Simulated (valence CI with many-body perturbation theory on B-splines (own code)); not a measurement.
Co²²⁺: calculated level list

Computed by valence CI with perturbative core correlation (CI+MBPT): three valence electrons over a frozen Dirac-Fock core [He], radial functions for each j: 11 s, 11 p, 10 d, 8 f, 5 g, 2 h, with the one-electron correlation potential Σ1, the two-electron term Σ2, the three-electron term Σ3, Breit, model QED; selected CI, second order for the rest, scaled by the run's own slope (own B-spline code, finite nucleus).

No measured levels were compared; by estimate levels of excited configurations hold to 0.05 to 0.15 % of their energy, terms of the ground configuration to about 0.5 %.

Levels 46 to 90 of 205, with energies above the lowest level, 2s²2p ²P°_1/2. "Leading %" is the weight of the configuration and term that name the level; weights of strongly mixed levels are sums over their largest components and can fall short, so below about 35 % the name and the second component can differ from the true leading terms, or belong to a minority configuration. In the jj column 3d3/2^4 stands for four electrons in 3d with j = 3/2. Lifetimes count E1, E2, E3, M1 and M2 decay at the calculated energies, and are blank where another channel may lead or the interval is too uncertain; long ones can be off by a factor of two.

| No. | Configuration | Term | J | E (eV) | Leading % | Lifetime | Leading jj | Second component |
| --- | --- | --- | --- | --- | --- | --- | --- | --- |
| 46 | 2s2p3p | ²S | 1/2 | 1199.6 | 83 | 92.2 fs | 2s 2p3/2 3p3/2 (84 %) | 9 % 2s2p3p ²P |
| 47 | 2s2p3d | ²D° | 3/2 | 1202.5 | 65 | 83.3 fs | 2s 2p1/2 3d5/2 (30 %) | 14 % 2s2p3d ²P° |
| 48 | 2s2p3d | ²F° | 5/2 | 1204.3 | 38 | 58.2 fs | 2s 2p1/2 3d5/2 (49 %) | 36 % 2s2p3d ²D° |
| 49 | 2s2p3d | ⁴F° | 9/2 | 1205.5 | 100 | 1.96 ns | 2s 2p3/2 3d5/2 (100 %) |  |
| 50 | 2s2p3d | ⁴D° | 7/2 | 1209.1 | 76 | 36.5 fs | 2s 2p3/2 3d5/2 (59 %) | 22 % 2s2p3d ⁴F° |
| 51 | 2s2p3d | ⁴D° | 5/2 | 1210.3 | 52 | 37.8 fs | 2s 2p3/2 3d3/2 (72 %) | 30 % 2s2p3d ⁴P° |
| 52 | 2s2p3d | ⁴P° | 3/2 | 1211.2 | 66 | 41.7 fs | 2s 2p3/2 3d3/2 (85 %) | 30 % 2s2p3d ⁴D° |
| 53 | 2s2p3d | ⁴P° | 1/2 | 1211.7 | 91 | 48.4 fs | 2s 2p3/2 3d3/2 (95 %) | 8 % 2s2p3d ⁴D° |
| 54 | 2s2p3d | ²F° | 5/2 | 1214.8 | 48 | 57.9 fs | 2s 2p3/2 3d5/2 (73 %) | 35 % 2s2p3d ²D° |
| 55 | 2s2p3d | ²P° | 3/2 | 1219.7 | 74 | 57.1 fs | 2s 2p3/2 3d5/2 (73 %) | 16 % 2s2p3d ²D° |
| 56 | 2s2p3p | ²P | 1/2 | 1221.7 | 79 | 240 fs | 2s 2p3/2 3p1/2 (65 %) | 9 % 2p²3s ²P |
| 57 | 2s2p3d | ²F° | 7/2 | 1222.2 | 97 | 37.5 fs | 2s 2p3/2 3d3/2 (52 %) |  |
| 58 | 2s2p3p | ²D | 3/2 | 1222.4 | 69 | 454 fs | 2s 2p3/2 3p1/2 (79 %) | 24 % 2s2p3p ²P |
| 59 | 2s2p3d | ²P° | 1/2 | 1224.5 | 93 | 48.8 fs | 2s 2p3/2 3d5/2 (91 %) |  |
| 60 | 2s2p3p | ²D | 5/2 | 1225.3 | 91 | 724 fs | 2s 2p3/2 3p3/2 (73 %) |  |
| 61 | 2s2p3p | ²P | 3/2 | 1226.8 | 62 | 321 fs | 2s 2p3/2 3p3/2 (77 %) | 27 % 2s2p3p ²D |
| 62 | 2p²3s | ⁴P | 1/2 | 1228.1 | 53 | 599 fs | 2p1/2^2 3s (58 %) | 26 % 2s2p3p ²S |
| 63 | 2s2p3p | ²S | 1/2 | 1232.8 | 57 | 724 fs | 2s 2p3/2 3p3/2 (51 %) | 31 % 2p²3s ⁴P |
| 64 | 2p²3s | ⁴P | 3/2 | 1238.9 | 94 | 490 fs | 2p1/2 2p3/2 3s (94 %) |  |
| 65 | 2p²3s | ⁴P | 5/2 | 1245.0 | 76 | 391 fs | 2p1/2 2p3/2 3s (76 %) | 20 % 2p²3s ²D |
| 66 | 2s2p3d | ²F° | 7/2 | 1245.7 | 93 | 63.9 fs | 2s 2p3/2 3d5/2 (75 %) | 4 % 2p²3p ²F° |
| 67 | 2s2p3d | ²F° | 5/2 | 1245.9 | 89 | 41.7 fs | 2s 2p3/2 3d3/2 (80 %) | 5 % 2p²3p ²F° |
| 68 | 2p²3s | ²P | 1/2 | 1246.7 | 77 | 219 fs | 2p1/2 2p3/2 3s (79 %) | 12 % 2s2p3p ²P |
| 69 | 2p²3p | ⁴D° | 1/2 | 1246.7 | 49 | 138 fs | 2p1/2^2 3p1/2 (80 %) | 15 % 2p²3p ²S° |
| 70 | 2s2p3d | ²D° | 3/2 | 1247.3 | 94 | 36.0 fs | 2s 2p3/2 3d3/2 (72 %) |  |
| 71 | 2s2p3d | ²D° | 5/2 | 1249.2 | 91 | 35.4 fs | 2s 2p3/2 3d5/2 (82 %) | 6 % 2s2p3d ²F° |
| 72 | 2s2p3d | ²P° | 1/2 | 1251.5 | 89 | 55.3 fs | 2s 2p3/2 3d3/2 (71 %) | 6 % 2p²3p ⁴D° |
| 73 | 2p²3s | ²P | 3/2 | 1251.6 | 46 | 235 fs | 2p1/2 2p3/2 3s (88 %) | 43 % 2p²3s ²D |
| 74 | 2s2p3d | ²P° | 3/2 | 1251.9 | 70 | 57.1 fs | 2s 2p3/2 3d5/2 (56 %) | 12 % 2p²3p ⁴D° |
| 75 | 2p²3p | ⁴D° | 3/2 | 1254.4 | 54 | 128 fs | 2p1/2^2 3p3/2 (43 %) | 24 % 2s2p3d ²P° |
| 76 | 2p²3p | ²S° | 1/2 | 1256.3 | 42 | 187 fs | 2p1/2 2p3/2 3p1/2 (90 %) | 33 % 2p²3p ⁴D° |
| 77 | 2p²3p | ²D° | 3/2 | 1260.3 | 37 | 195 fs | 2p1/2 2p3/2 3p1/2 (76 %) | 26 % 2p²3p ⁴P° |
| 78 | 2p²3p | ⁴D° | 5/2 | 1262.3 | 87 | 253 fs | 2p1/2 2p3/2 3p3/2 (71 %) | 6 % 2p²3p ⁴P° |
| 79 | 2p²3p | ⁴P° | 1/2 | 1264.4 | 62 | 178 fs | 2p1/2 2p3/2 3p3/2 (84 %) | 22 % 2p²3p ²S° |
| 80 | 2p²3p | ²D° | 5/2 | 1264.5 | 44 | 200 fs | 2p1/2 2p3/2 3p1/2 (57 %) | 44 % 2p²3p ⁴P° |
| 81 | 2p²3s | ²D | 5/2 | 1264.8 | 73 | 265 fs | 2p3/2^2 3s (78 %) | 22 % 2p²3s ⁴P |
| 82 | 2p²3p | ²D° | 3/2 | 1266.8 | 54 | 171 fs | 2p1/2 2p3/2 3p3/2 (94 %) | 33 % 2p²3p ⁴P° |
| 83 | 2p²3s | ²D | 3/2 | 1267.6 | 51 | 233 fs | 2p3/2^2 3s (89 %) | 39 % 2p²3s ²P |
| 84 | 2p²3p | ⁴D° | 7/2 | 1268.4 | 76 | 256 fs | 2p1/2 2p3/2 3p3/2 (78 %) | 21 % 2p²3p ²F° |
| 85 | 2p²3d | ⁴F | 3/2 | 1270.3 | 66 | 520 fs | 2p1/2^2 3d3/2 (80 %) | 12 % 2p²3d ⁴D |
| 86 | 2p²3p | ⁴S° | 3/2 | 1273.5 | 60 | 154 fs | 2p1/2 2p3/2 3p3/2 (62 %) | 36 % 2p²3p ²P° |
| 87 | 2p²3d | ⁴F | 5/2 | 1273.8 | 52 | 224 fs | 2p1/2^2 3d5/2 (68 %) | 25 % 2p²3d ⁴D |
| 88 | 2p²3p | ²P° | 3/2 | 1274.9 | 55 | 132 fs | 2p1/2 2p3/2 3p1/2 (43 %) | 13 % 2p²3p ²D° |
| 89 | 2p²3p | ²F° | 5/2 | 1275.7 | 33 | 189 fs | 2p1/2 2p3/2 3p3/2 (55 %) | 32 % 2p²3p ⁴P° |
| 90 | 2p²3p | ²P° | 1/2 | 1280.2 | 74 | 162 fs | 2p3/2^2 3p3/2 (49 %) | 16 % 2p²3p ²S° |

Names give the largest LS component (configuration and term), which can be under half, so a name can repeat, a term be missing and a line seem to break the LS rules; names also repeat where a configuration has a term twice.
